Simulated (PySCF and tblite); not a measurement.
The numbers below are computed, except where a source is named.
System: C₈H₁₁ (charge +1), numbered as in [CH2:1]=[C:2]([CH3:3])[C+:4]1[CH:5]=[CH:6][CH2:7][CH2:8]1.

The path came from a restrained scan, a climbing-image band and a saddle search at GFN2-xTB; energies are PBE/pcSseg-1 + D3(BJ)//GFN2-xTB, thermal terms GFN2-xTB. Rates follow Eyring's equation with the number of equivalent paths and no tunnelling. (PySCF 2.14 with density fitting, tblite 0.8.)

The ion is treated without a counter-ion.

(1) Estimate the barrier and the room-temperature rate of the rotation about the C2–C4 bond (torsion C1–C2–C4–C5 from 0° to 180°, rising).

## Answers

(1) The electronic barrier is 11.5 kcal/mol and ΔG‡(298 K) 11.0 kcal/mol, over a C1 saddle with an imaginary mode of 118i cm⁻¹ (GFN2-xTB). With 2 equivalent paths, k is 1.1×10⁵ s⁻¹, a mean lifetime of the start of 9.4 µs against this motion. The end lies 0.3 kcal/mol above the start in free energy.
